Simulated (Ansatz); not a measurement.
`O=CBBr` and `O=CBF` differ in one element.

Ansatz, PBE0-D4/def2-TZVP geometries, multiplicity 1. Each molecule was computed in one conformer, which needn't be the lowest.

Scalar relativity is left out up to krypton.

| property | `O=CBBr` |
| --- | --- |
| HOMO–LUMO gap (ωB97M-V/def2-TZVPP) / eV | 9.34 |
| HOMO–LUMO gap (B3LYP/def2-TZVPP) / eV | 4.47 |
| HOMO energy (PBE/def2-TZVPP) / eV | -5.93 |
| HOMO–LUMO gap (PBE/def2-TZVPP) / eV | 2.38 |
| HOMO energy (ωB97M-V/def2-TZVPP) / eV | -9.80 |
| LUMO energy (PBE0/def2-TZVPP) / eV | -2.56 |

(1) Give the same properties after the change, and the shifts. (An estimate is asked.)

## Answers

(1) The calculation gave: 
| property | `O=CBF` | shift |
| --- | --- | --- |
| HOMO–LUMO gap (ωB97M-V/def2-TZVPP) / eV | 9.24 | -0.10 |
| HOMO–LUMO gap (B3LYP/def2-TZVPP) / eV | 4.14 | -0.33 |
| HOMO energy (PBE/def2-TZVPP) / eV | -5.92 | 0.01 |
| HOMO–LUMO gap (PBE/def2-TZVPP) / eV | 1.90 | -0.48 |
| HOMO energy (ωB97M-V/def2-TZVPP) / eV | -9.91 | -0.11 |
| LUMO energy (PBE0/def2-TZVPP) / eV | -2.93 | -0.37 |

With PBE0 the HOMO falls by 0.08 eV and the LUMO falls by 0.37 eV, so the gap narrows by about 0.29 eV. PBE moves the HOMO by 0.01 eV and ωB97M-V by -0.11 eV.

B3LYP here is the variant with VWN-RPA as its local correlation; programs differ in this.

Spin–orbit coupling is left out; it splits and shifts lone-pair levels of the heavy atoms by tenths of an eV.
